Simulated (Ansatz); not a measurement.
Geometry optimisation of C6H10GeO6⁻, that is GeH(OAc)3 with one electron more.

```yaml
crystal:
  periodic: [false, false, false]
  atoms:
    - {symbol: Ge, position_ang: [0.004544, -0.009508, 0.649422]}
    - {symbol: H, position_ang: [0.017696, -0.032729, 2.173799]}
    - {symbol: O, position_ang: [1.625745, -0.045100, -0.245181]}
    - {symbol: C, position_ang: [2.382647, 0.959551, 0.225506]}
    - {symbol: C, position_ang: [3.749011, 1.035217, -0.400885]}
    - {symbol: O, position_ang: [1.954930, 1.717196, 1.092071]}
    - {symbol: H, position_ang: [4.297166, 1.909510, -0.010481]}
    - {symbol: H, position_ang: [3.654176, 1.099224, -1.502678]}
    - {symbol: H, position_ang: [4.309241, 0.104965, -0.179168]}
    - {symbol: O, position_ang: [-0.774649, 1.439546, -0.200935]}
    - {symbol: C, position_ang: [-2.023646, 1.577526, 0.273136]}
    - {symbol: C, position_ang: [-2.772989, 2.740533, -0.319259]}
    - {symbol: O, position_ang: [-2.466269, 0.801680, 1.115795]}
    - {symbol: H, position_ang: [-3.801133, 2.771925, 0.079752]}
    - {symbol: H, position_ang: [-2.790468, 2.652064, -1.423375]}
    - {symbol: H, position_ang: [-2.242322, 3.683595, -0.079971]}
    - {symbol: O, position_ang: [-0.860428, -1.382115, -0.244014]}
    - {symbol: C, position_ang: [-0.353372, -2.546210, 0.193530]}
    - {symbol: C, position_ang: [-0.984587, -3.758745, -0.435984]}
    - {symbol: O, position_ang: [0.539811, -2.566422, 1.036042]}
    - {symbol: H, position_ang: [-0.483740, -4.674935, -0.079556]}
    - {symbol: H, position_ang: [-0.919275, -3.686691, -1.539378]}
    - {symbol: H, position_ang: [-2.062091, -3.790068, -0.178186]}
basis:
  gaussian: {orbitals: def2-SVP}
total_charge: -1
magnetization: {spin_polarized: true, initial_magnetization: 1}
hamiltonian: {xc: pbe, dispersion: d4}
scf: {lower_state_search: "off"}
output: {orbitals: {seedname: orbitals}}
relax: {f_tol: 0.03, max_steps: 70}
```

```sh
$ ansatz run in.yaml --threads 2 --pin off --events-out ev --progress --plain --max-ram 22528MiB --backend cuda --devices 0, --max-vram 18GiB
```

Shortened log:

```
Functional definition: PBE
mean field -75137.69131356 eV, -2761.2592256169 hartree, gradient 2.0e-6 eV, S^2 0.751792; 0 other end points of the search recorded, 0 dependent functions left out
relax step   1: F+E_penalty+E_count = -75138.35459854 eV  Δ(F+E_penalty+E_count) = +0.000e0 eV  max|allowed force component| = 1.450e0 eV/Å  Δτ_max = 0.0000 Å  (51 SCF iters, accepted)
mean field -75137.92173858 eV, -2761.2676935803 hartree, gradient 1.7e-6 eV, S^2 0.751768; 0 other end points of the search recorded, 0 dependent functions left out
relax step   2: F+E_penalty+E_count = -75138.57610023 eV  Δ(F+E_penalty+E_count) = -2.215e-1 eV  max|allowed force component| = 3.792e-1 eV/Å  Δτ_max = 0.1449 Å  (29 SCF iters, accepted)
mean field -75138.05933384 eV, -2761.2727501128 hartree, gradient 2.4e-6 eV, S^2 0.751595; 0 other end points of the search recorded, 0 dependent functions left out
relax step   3: F+E_penalty+E_count = -75138.69906877 eV  Δ(F+E_penalty+E_count) = -1.230e-1 eV  max|allowed force component| = 1.058e0 eV/Å  Δτ_max = 0.1773 Å  (29 SCF iters, accepted)
mean field -75138.35607297 eV, -2761.2836550745 hartree, gradient 1.3e-6 eV, S^2 0.751283; 0 other end points of the search recorded, 0 dependent functions left out
relax step   4: F+E_penalty+E_count = -75138.97794504 eV  Δ(F+E_penalty+E_count) = -2.789e-1 eV  max|allowed force component| = 1.712e0 eV/Å  Δτ_max = 0.1912 Å  (30 SCF iters, accepted)
mean field -75138.42853445 eV, -2761.2863179849 hartree, gradient 2.9e-6 eV, S^2 0.751605; 0 other end points of the search recorded, 0 dependent functions left out
relax step   5: F+E_penalty+E_count = -75139.03713741 eV  Δ(F+E_penalty+E_count) = -5.919e-2 eV  max|allowed force component| = 1.325e0 eV/Å  Δτ_max = 0.1921 Å  (28 SCF iters, accepted)
mean field -75138.74262008 eV, -2761.2978604189 hartree, gradient 2.4e-6 eV, S^2 0.751448; 0 other end points of the search recorded, 0 dependent functions left out
relax step   6: F+E_penalty+E_count = -75139.35745221 eV  Δ(F+E_penalty+E_count) = -3.203e-1 eV  max|allowed force component| = 2.715e-1 eV/Å  Δτ_max = 0.2000 Å  (27 SCF iters, accepted)
mean field -75138.83592116 eV, -2761.3012891705 hartree, gradient 1.5e-6 eV, S^2 0.751428; 0 other end points of the search recorded, 0 dependent functions left out
relax step   7: F+E_penalty+E_count = -75139.44626609 eV  Δ(F+E_penalty+E_count) = -8.881e-2 eV  max|allowed force component| = 1.854e-1 eV/Å  Δτ_max = 0.2000 Å  (28 SCF iters, accepted)
mean field -75138.86418846 eV, -2761.3023279745 hartree, gradient 2.8e-6 eV, S^2 0.751399; 0 other end points of the search recorded, 0 dependent functions left out
relax step   8: F+E_penalty+E_count = -75139.47404641 eV  Δ(F+E_penalty+E_count) = -2.778e-2 eV  max|allowed force component| = 6.124e-1 eV/Å  Δτ_max = 0.1849 Å  (24 SCF iters, accepted)
mean field -75138.91932133 eV, -2761.3043540700 hartree, gradient 1.6e-6 eV, S^2 0.751410; 0 other end points of the search recorded, 0 dependent functions left out
relax step   9: F+E_penalty+E_count = -75139.53042824 eV  Δ(F+E_penalty+E_count) = -5.638e-2 eV  max|allowed force component| = 1.201e-1 eV/Å  Δτ_max = 0.2000 Å  (26 SCF iters, accepted)
mean field -75138.93933235 eV, -2761.3050894615 hartree, gradient 2.9e-6 eV, S^2 0.751468; 0 other end points of the search recorded, 0 dependent functions left out
relax step  10: F+E_penalty+E_count = -75139.55117507 eV  Δ(F+E_penalty+E_count) = -2.075e-2 eV  max|allowed force component| = 1.091e-1 eV/Å  Δτ_max = 0.1319 Å  (24 SCF iters, accepted)
mean field -75138.93454064 eV, -2761.3049133693 hartree, gradient 2.1e-6 eV, S^2 0.751522; 0 other end points of the search recorded, 0 dependent functions left out
relax step  11: F+E_penalty+E_count = -75139.54855753 eV  Δ(F+E_penalty+E_count) = +2.618e-3 eV  max|allowed force component| = 4.713e-1 eV/Å  Δτ_max = 0.1954 Å  (27 SCF iters, rejected (line search))
mean field -75138.90713798 eV, -2761.3039063403 hartree, gradient 1.7e-6 eV, S^2 0.751477; 0 other end points of the search recorded, 0 dependent functions left out
relax step  12: F+E_penalty+E_count = -75139.52148562 eV  Δ(F+E_penalty+E_count) = +2.969e-2 eV  max|allowed force component| = 5.542e-1 eV/Å  Δτ_max = 0.0977 Å  (22 SCF iters, rejected (line search))
mean field -75138.94627979 eV, -2761.3053447752 hartree, gradient 2.8e-6 eV, S^2 0.751480; 0 other end points of the search recorded, 0 dependent functions left out
relax step  13: F+E_penalty+E_count = -75139.55911618 eV  Δ(F+E_penalty+E_count) = -7.941e-3 eV  max|allowed force component| = 7.976e-2 eV/Å  Δτ_max = 0.0489 Å  (21 SCF iters, accepted)
mean field -75138.95808565 eV, -2761.3057786324 hartree, gradient 1.7e-6 eV, S^2 0.751506; 0 other end points of the search recorded, 0 dependent functions left out
relax step  14: F+E_penalty+E_count = -75139.57253617 eV  Δ(F+E_penalty+E_count) = -1.342e-2 eV  max|allowed force component| = 1.182e-1 eV/Å  Δτ_max = 0.0975 Å  (22 SCF iters, accepted)
mean field -75138.97322523 eV, -2761.3063350019 hartree, gradient 2.7e-6 eV, S^2 0.751557; 0 other end points of the search recorded, 0 dependent functions left out
relax step  15: F+E_penalty+E_count = -75139.58936325 eV  Δ(F+E_penalty+E_count) = -1.683e-2 eV  max|allowed force component| = 3.600e-1 eV/Å  Δτ_max = 0.1459 Å  (25 SCF iters, accepted)
mean field -75138.98478238 eV, -2761.3067597194 hartree, gradient 2.3e-6 eV, S^2 0.751586; 0 other end points of the search recorded, 0 dependent functions left out
relax step  16: F+E_penalty+E_count = -75139.60279329 eV  Δ(F+E_penalty+E_count) = -1.343e-2 eV  max|allowed force component| = 5.658e-1 eV/Å  Δτ_max = 0.1399 Å  (25 SCF iters, accepted)
mean field -75139.00981140 eV, -2761.3076795187 hartree, gradient 9.8e-6 eV, S^2 0.751617; 0 other end points of the search recorded, 0 dependent functions left out
relax step  17: F+E_penalty+E_count = -75139.62712376 eV  Δ(F+E_penalty+E_count) = -2.433e-2 eV  max|allowed force component| = 5.233e-1 eV/Å  Δτ_max = 0.1162 Å  (23 SCF iters, accepted)
mean field -75139.04161460 eV, -2761.3088482647 hartree, gradient 2.5e-6 eV, S^2 0.751583; 0 other end points of the search recorded, 0 dependent functions left out
relax step  18: F+E_penalty+E_count = -75139.66108959 eV  Δ(F+E_penalty+E_count) = -3.397e-2 eV  max|allowed force component| = 8.323e-1 eV/Å  Δτ_max = 0.1964 Å  (27 SCF iters, accepted)
mean field -75139.07901677 eV, -2761.3102227691 hartree, gradient 9.4e-7 eV, S^2 0.751539; 0 other end points of the search recorded, 0 dependent functions left out
relax step  19: F+E_penalty+E_count = -75139.70084416 eV  Δ(F+E_penalty+E_count) = -3.975e-2 eV  max|allowed force component| = 1.046e0 eV/Å  Δτ_max = 0.1873 Å  (26 SCF iters, accepted)
mean field -75139.13925699 eV, -2761.3124365566 hartree, gradient 2.7e-6 eV, S^2 0.751465; 0 other end points of the search recorded, 0 dependent functions left out
[...]
mean field -75139.20519724 eV, -2761.3148598160 hartree, gradient 1.3e-6 eV, S^2 0.751522; 0 other end points of the search recorded, 0 dependent functions left out
relax step  25: F+E_penalty+E_count = -75139.84526407 eV  Δ(F+E_penalty+E_count) = -1.038e-2 eV  max|allowed force component| = 2.778e-1 eV/Å  Δτ_max = 0.1510 Å  (23 SCF iters, accepted)
mean field -75139.21513407 eV, -2761.3152249877 hartree, gradient 2.1e-6 eV, S^2 0.751524; 0 other end points of the search recorded, 0 dependent functions left out
relax step  26: F+E_penalty+E_count = -75139.85748290 eV  Δ(F+E_penalty+E_count) = -1.222e-2 eV  max|allowed force component| = 2.529e-1 eV/Å  Δτ_max = 0.1021 Å  (22 SCF iters, accepted)
mean field -75139.22322187 eV, -2761.3155222089 hartree, gradient 2.2e-6 eV, S^2 0.751528; 0 other end points of the search recorded, 0 dependent functions left out
relax step  27: F+E_penalty+E_count = -75139.86984034 eV  Δ(F+E_penalty+E_count) = -1.236e-2 eV  max|allowed force component| = 2.531e-1 eV/Å  Δτ_max = 0.1811 Å  (25 SCF iters, accepted)
mean field -75139.22560968 eV, -2761.3156099593 hartree, gradient 1.7e-6 eV, S^2 0.751544; 0 other end points of the search recorded, 0 dependent functions left out
relax step  28: F+E_penalty+E_count = -75139.87535853 eV  Δ(F+E_penalty+E_count) = -5.518e-3 eV  max|allowed force component| = 2.544e-1 eV/Å  Δτ_max = 0.1278 Å  (22 SCF iters, accepted)
mean field -75139.23103064 eV, -2761.3158091758 hartree, gradient 2.6e-6 eV, S^2 0.751544; 0 other end points of the search recorded, 0 dependent functions left out
relax step  29: F+E_penalty+E_count = -75139.88051640 eV  Δ(F+E_penalty+E_count) = -5.158e-3 eV  max|allowed force component| = 1.299e-1 eV/Å  Δτ_max = 0.0328 Å  (22 SCF iters, accepted)
mean field -75139.23163431 eV, -2761.3158313603 hartree, gradient 2.3e-6 eV, S^2 0.751529; 0 other end points of the search recorded, 0 dependent functions left out
relax step  30: F+E_penalty+E_count = -75139.88207984 eV  Δ(F+E_penalty+E_count) = -1.563e-3 eV  max|allowed force component| = 1.060e-1 eV/Å  Δτ_max = 0.0826 Å  (22 SCF iters, accepted)
mean field -75139.23434040 eV, -2761.3159308074 hartree, gradient 2.8e-6 eV, S^2 0.751543; 0 other end points of the search recorded, 0 dependent functions left out
relax step  31: F+E_penalty+E_count = -75139.88519806 eV  Δ(F+E_penalty+E_count) = -3.118e-3 eV  max|allowed force component| = 7.001e-2 eV/Å  Δτ_max = 0.0360 Å  (22 SCF iters, accepted)
mean field -75139.23466134 eV, -2761.3159426018 hartree, gradient 1.1e-6 eV, S^2 0.751548; 0 other end points of the search recorded, 0 dependent functions left out
relax step  32: F+E_penalty+E_count = -75139.88620870 eV  Δ(F+E_penalty+E_count) = -1.011e-3 eV  max|allowed force component| = 5.256e-2 eV/Å  Δτ_max = 0.0485 Å  (22 SCF iters, accepted)
mean field -75139.23482196 eV, -2761.3159485043 hartree, gradient 1.2e-6 eV, S^2 0.751549; 0 other end points of the search recorded, 0 dependent functions left out
relax step  33: F+E_penalty+E_count = -75139.88679257 eV  Δ(F+E_penalty+E_count) = -5.839e-4 eV  max|allowed force component| = 4.717e-2 eV/Å  Δτ_max = 0.0546 Å  (22 SCF iters, accepted)
mean field -75139.23511015 eV, -2761.3159590951 hartree, gradient 2.7e-6 eV, S^2 0.751546; 0 other end points of the search recorded, 0 dependent functions left out
relax step  34: F+E_penalty+E_count = -75139.88716388 eV  Δ(F+E_penalty+E_count) = -3.713e-4 eV  max|allowed force component| = 3.549e-2 eV/Å  Δτ_max = 0.0241 Å  (22 SCF iters, accepted)
mean field -75139.23546038 eV, -2761.3159719660 hartree, gradient 1.3e-6 eV, S^2 0.751543; 0 other end points of the search recorded, 0 dependent functions left out
relax step  35: F+E_penalty+E_count = -75139.88746546 eV  Δ(F+E_penalty+E_count) = -3.016e-4 eV  max|allowed force component| = 3.640e-2 eV/Å  Δτ_max = 0.0241 Å  (22 SCF iters, accepted)
mean field -75139.23555196 eV, -2761.3159753315 hartree, gradient 1.2e-6 eV, S^2 0.751542; 0 other end points of the search recorded, 0 dependent functions left out
relax step  36: F+E_penalty+E_count = -75139.88757200 eV  Δ(F+E_penalty+E_count) = -1.065e-4 eV  max|allowed force component| = 4.688e-2 eV/Å  Δτ_max = 0.0236 Å  (22 SCF iters, accepted)
mean field -75139.23571142 eV, -2761.3159811914 hartree, gradient 2.2e-6 eV, S^2 0.751543; 0 other end points of the search recorded, 0 dependent functions left out
relax step  37: F+E_penalty+E_count = -75139.88780137 eV  Δ(F+E_penalty+E_count) = -2.294e-4 eV  max|allowed force component| = 2.377e-2 eV/Å  Δτ_max = 0.0090 Å  (15 SCF iters, accepted)
Total energy: -75139.88785332 eV, -2761.3399469641 hartree
Atom 0 at    -0.859230     0.030292    -0.019588 Å, force    -0.002485    -0.004647    -0.002305 eV/Å
Atom 1 at    -0.816001     0.024228     1.549387 Å, force     0.001195     0.000652     0.002710 eV/Å
Atom 2 at     0.921471     0.267555    -0.620949 Å, force     0.013725     0.007866     0.005260 eV/Å
Atom 3 at     1.881515     0.654502     0.219890 Å, force    -0.010032    -0.023769    -0.011332 eV/Å
Atom 4 at     3.247280     0.169489    -0.249735 Å, force    -0.012008     0.006993     0.013935 eV/Å
Atom 5 at     1.718252     1.278981     1.258484 Å, force     0.000419     0.013096     0.007280 eV/Å
Atom 6 at     4.056211     0.728264     0.256425 Å, force     0.005367     0.005847     0.005175 eV/Å
Atom 7 at     3.344428     0.238911    -1.350036 Å, force     0.004421     0.003518    -0.022124 eV/Å
Atom 8 at     3.304307    -0.903027     0.028550 Å, force     0.000215    -0.012588     0.000843 eV/Å
Atom 9 at    -1.242185     2.034375    -0.301676 Å, force     0.008851     0.007850    -0.007942 eV/Å
Atom 10 at    -2.471067     2.327719     0.024339 Å, force     0.001829     0.011652     0.000176 eV/Å
Atom 11 at    -2.785758     3.822675    -0.117872 Å, force    -0.002394     0.004550     0.006466 eV/Å
Atom 12 at    -3.330185     1.525660     0.411753 Å, force    -0.013869    -0.007989     0.007598 eV/Å
Atom 13 at    -3.833203     4.025571     0.175099 Å, force     0.020377    -0.002432    -0.005474 eV/Å
Atom 14 at    -2.616750     4.142698    -1.166698 Å, force     0.002008     0.001638     0.010565 eV/Å
Atom 15 at    -2.092058     4.414642     0.514022 Å, force    -0.016998    -0.010377    -0.011839 eV/Å
Atom 16 at    -0.710441    -2.006389    -0.321785 Å, force    -0.010290     0.001982    -0.000592 eV/Å
Atom 17 at     0.295899    -2.695260     0.160745 Å, force     0.009092    -0.007275     0.004060 eV/Å
Atom 18 at     0.218189    -4.176750    -0.249165 Å, force    -0.008152    -0.005164     0.017050 eV/Å
Atom 19 at     1.219872    -2.282562     0.865502 Å, force    -0.003769    -0.002855    -0.008138 eV/Å
Atom 20 at     1.100465    -4.727199     0.129398 Å, force    -0.009776     0.000419    -0.007887 eV/Å
Atom 21 at     0.158241    -4.262394    -1.353439 Å, force     0.006916     0.000329     0.006467 eV/Å
Atom 22 at    -0.709256    -4.631970     0.157350 Å, force     0.015359     0.010703    -0.009953 eV/Å
Dipole moment:     0.059376    -0.038611    -0.482576 e Å
Checks for a lower state left out: stability, starts, cluster_reference, orbital_swaps, neighbouring_geometries, increment
```

It took 2.3 min on 2 threads of AMD EPYC 7R13 on a shared host and a share (18 GiB) of an NVIDIA H100 80GB HBM3, peak host memory 0.94 GiB.
